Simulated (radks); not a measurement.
The nuclear charge of the gadolinium ion Gd+ is varied continuously with 63 electrons held in [Xe] 4f7 5d1 6s1. Calculated with a radial shooting solver on a logarithmic mesh with Libxc functionals: Dirac Kohn-Sham, PBE, spin-unpolarised, spherical densities, finite nucleus; open shells fill j = l - 1/2 first; Fermi nuclear charge, rms radius 5.1569 fm. By the Hellmann-Feynman theorem dE/dZ = E(electron-nucleus)/Z, the electronic potential at the nucleus (averaged over a nucleus of fixed radius).

Z,E (hartree),E(electron-nucleus)/Z (hartree),HOMO,e(HOMO) (eV),<r> HOMO (bohr)
63.6,-11106.7936,-428.706,5d3/2,-5.111,2.813
63.8,-11192.7343,-430.700,5d3/2,-6.760,2.656
64,-11279.0737,-432.694,5d3/2,-8.530,2.529
64.2,-11365.8120,-434.688,5d3/2,-10.409,2.424
64.4,-11452.9490,-436.682,6s1/2,-12.195,3.455
64.6,-11540.4849,-438.677,6s1/2,-13.766,3.361
64.8,-11628.4199,-440.673,6s1/2,-15.397,3.274
65,-11716.7542,-442.670,6s1/2,-17.084,3.194

The central difference of E at Z = 64 is -432.694 hartree, to compare with the third column; the second derivative is -9.97 hartree.
